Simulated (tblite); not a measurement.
Compound: C5H5N2S (doublet state).
SMILES with atom numbers: `[c:1]1[n:2][s:3][c:4]([CH:5]2[CH2:6][CH2:7]2)[n:8]1` (hydrogens: H9 on C5; H10, H11 on C6; H12, H13 on C7)

A start from a force field or distance geometry was refined with GFN2-xTB geometry optimisation, gas phase in tblite. Values at the start:

```
 coordinate    start
      C1–N2  1.280 Å
      C1–N8  1.259 Å
      N2–S3  1.743 Å
      S3–C4  1.639 Å
      C4–C5  1.464 Å
      C4–N8  1.304 Å
      C5–C6  1.508 Å
      C5–H9  1.113 Å
      C6–C7  1.522 Å
     C6–H10  1.089 Å
     C6–H11  1.109 Å
   C1–N2–S3    96.0°
   C1–N8–C4   123.8°
   N2–C1–N8   121.0°
   N2–S3–C4   102.7°
   S3–C4–C5   127.8°
   S3–C4–N8    96.6°
   C5–C4–N8   135.6°
   C6–C5–C7    60.4°
S3–C4–C5–C6      28°
C4–C5–C6–C7    -111°
```

Task: How do these coordinates change at the GFN2-xTB level?

Result: 
```json
{"coordinate": "S3–C4", "GFN2-xTB (Å or °)": "1.766", "change": "+0.127"}
{"coordinate": "C1–N8", "GFN2-xTB (Å or °)": "1.324", "change": "+0.065"}
{"coordinate": "N2–S3", "GFN2-xTB (Å or °)": "1.685", "change": "-0.058"}
{"coordinate": "C6–C7", "GFN2-xTB (Å or °)": "1.487", "change": "-0.035"}
{"coordinate": "C5–H9", "GFN2-xTB (Å or °)": "1.082", "change": "-0.031"}
{"coordinate": "C6–H11", "GFN2-xTB (Å or °)": "1.079", "change": "-0.030"}
{"coordinate": "C1–N2", "GFN2-xTB (Å or °)": "1.260", "change": "-0.020"}
{"coordinate": "C4–C5", "GFN2-xTB (Å or °)": "1.450", "change": "-0.014"}
{"coordinate": "C6–H10", "GFN2-xTB (Å or °)": "1.080", "change": "-0.009"}
{"coordinate": "C5–C6", "GFN2-xTB (Å or °)": "1.511", "change": "+0.003"}
{"coordinate": "C4–N8", "GFN2-xTB (Å or °)": "1.304", "change": "0.000"}
{"coordinate": "C1–N8–C4", "GFN2-xTB (Å or °)": "107.5", "change": "-16.3"}
{"coordinate": "S3–C4–N8", "GFN2-xTB (Å or °)": "111.6", "change": "+15.0"}
{"coordinate": "N2–S3–C4", "GFN2-xTB (Å or °)": "89.6", "change": "-13.1"}
{"coordinate": "C1–N2–S3", "GFN2-xTB (Å or °)": "107.1", "change": "+11.1"}
{"coordinate": "C5–C4–N8", "GFN2-xTB (Å or °)": "124.9", "change": "-10.7"}
{"coordinate": "S3–C4–C5", "GFN2-xTB (Å or °)": "123.5", "change": "-4.3"}
{"coordinate": "N2–C1–N8", "GFN2-xTB (Å or °)": "124.2", "change": "+3.2"}
{"coordinate": "C6–C5–C7", "GFN2-xTB (Å or °)": "58.9", "change": "-1.5"}
{"coordinate": "S3–C4–C5–C6", "GFN2-xTB (Å or °)": "34", "change": "+6"}
{"coordinate": "C4–C5–C6–C7", "GFN2-xTB (Å or °)": "-108", "change": "+3"}
```

The energy falls by 157.8 kJ/mol over 63 L-BFGS steps, the largest force on an atom goes from 7.01 to 0.008 eV/Å, and the atoms move by 0.156 Å rms after alignment. The bond that changes most is S3–C4 (ends: sulfur bonded to C and N; carbon bonded to C, N and S), which lengthens by 0.127 Å. Bonds longer at the end by more than 0.005 Å: 2 of 14; shorter: 10. Among the dihedrals that turn most is H9–C5–C6–H10, from -161° to -144°. Rotational constants go from 5203, 1294, 1129 to 4399, 1415, 1168 MHz.

Time: 0.23 s. Hardware: AMD EPYC 9B45, one thread, shared host with 96 logical CPUs at a one-minute load of 9.2.

Its GFN2-xTB frequencies are all real (lowest 56 cm⁻¹). 3 starts were optimised and ended at 0.00, 0.37 and 0.37 kcal/mol (GFN2-xTB); the lowest of these is shown.

One conformer stands for the species.

All values are computed, not measured.
